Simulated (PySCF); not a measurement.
Start geometry of `S=CC1=NC=CC=N1` from GFN2-xTB (Å):
```
atom  x, y, z in Å
S1     3.4209    0.7792    0.1736
C2     2.3010   -0.3789    0.0176
C3     0.8723   -0.1398    0.0068
N4     0.1002   -1.2207   -0.1306
C5    -1.2044   -1.0311   -0.1461
C6    -1.7692    0.2330   -0.0239
C7    -0.8767    1.2903    0.1154
N8     0.4273    1.1086    0.1293
H9     2.5892   -1.4198   -0.0886
H10   -1.8112   -1.9208   -0.2603
H11   -2.8354    0.3849   -0.0365
H12   -1.2128    2.3144    0.2172
```

Problem. What comes out of this run: PBE0-D3(BJ)/def2-SVP geometry optimisation, gas phase in PySCF 2.14.0?

Solution. 
```
atom  x, y, z in Å
S1     3.5008    0.6894    0.1269
C2     2.3368   -0.4189   -0.0196
C3     0.8808   -0.1666   -0.0278
N4     0.1229   -1.2618   -0.1650
C5    -1.1929   -1.0837   -0.1786
C6    -1.7683    0.1782   -0.0562
C7    -0.8835    1.2491    0.0822
N8     0.4301    1.0841    0.0967
H9     2.5648   -1.4900   -0.1289
H10   -1.8129   -1.9807   -0.2913
H11   -2.8499    0.3224   -0.0676
H12   -1.2541    2.2761    0.1846
```

The energy falls by 1.1 kcal/mol over 7 energy and gradient evaluations, the largest force component goes from 0.0179 to 2.1e-04 Eh/bohr, and the atoms move by 0.035 Å rms after alignment. The bond that changes most is C2–C3 (thiocarbonyl carbon to substituted aromatic carbon), which lengthens by 0.029 Å. Bonds longer at the end by more than 0.005 Å: 8 of 12; shorter: 0. Among the angles that change most is C3–C2–H9, from 114.8° to 111.7°. Rotational constants go from 5403, 1118, 926.0 to 5398, 1087, 904.8 MHz. The orientation of the end geometry is arbitrary; only internal coordinates are fixed.

The run used 136 basis functions and 51 SCF cycles in all. The run took 61 s wall on one thread, Arm Neoverse V1 (aarch64), no GPU, shared host with 32 logical CPUs at a one-minute load of 34, and the process peaked at 0.70 GiB of memory.

Not checked by PBE0-D3(BJ)/def2-SVP frequencies. The numbers are those of one conformer.
